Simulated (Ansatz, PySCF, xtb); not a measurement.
Reaction (SMILES): CO[Si](Br)(Br)Br [tribromo(methoxy)silane] + O (H2O) + 3 [SiH4] (SiH4) → CO (CH4O) [methanol] + O[SiH3] [hydroxysilane] + 3 [SiH3]Br [bromosilane]
Each molecule is optimised on its own at B3LYP-D3(BJ)/def2-TZVP (Ansatz, an electronic-structure program), one conformer each, not searched for the lowest. Frequencies are from Ansatz or PySCF.
Geometry of the first species:
```
O
C 1 1.4288
H 2 1.0876 1 107.16
H 2 1.0913 3 109.52 1 -119.91
H 2 1.0913 3 109.52 4 -120.18
Si 1 1.6132 2 126.40 3 180.00
Br 6 2.1996 1 107.06 2 -180.00
Br 6 2.2197 1 110.51 2 59.82
Br 6 2.2197 1 110.51 2 -59.82
```

Property: bond separation energy (0 K, with B3LYP-D3(BJ) harmonic zero-point energies), in kJ/mol. Valence correlation only, unless marked. Spin-orbit coupling is left out. The frozen core is the preceding noble-gas configuration, with the filled d and f shells of earlier blocks. Non-relativistic. CBS marks a two-point X^-3 extrapolation of the correlation energy; Hartree-Fock from the larger set.

```tsv
level	program	bond separation energy (kJ/mol)
GFN2-xTB	xtb	-88.6
HF/6-31G	Ansatz	-6.2
PBE/def2-TZVPD	Ansatz	41.2
r2SCAN-D4/def2-TZVPD	Ansatz + dftd4	50.9
PBE0-D3(BJ)/def2-TZVP	Ansatz + dftd3	45.7
B2PLYP-D4/def2-TZVPD	Ansatz + dftd4	50.3
CCSD(T)/CBS(def2-TZVPP,def2-QZVPP)	Ansatz	45.2
```
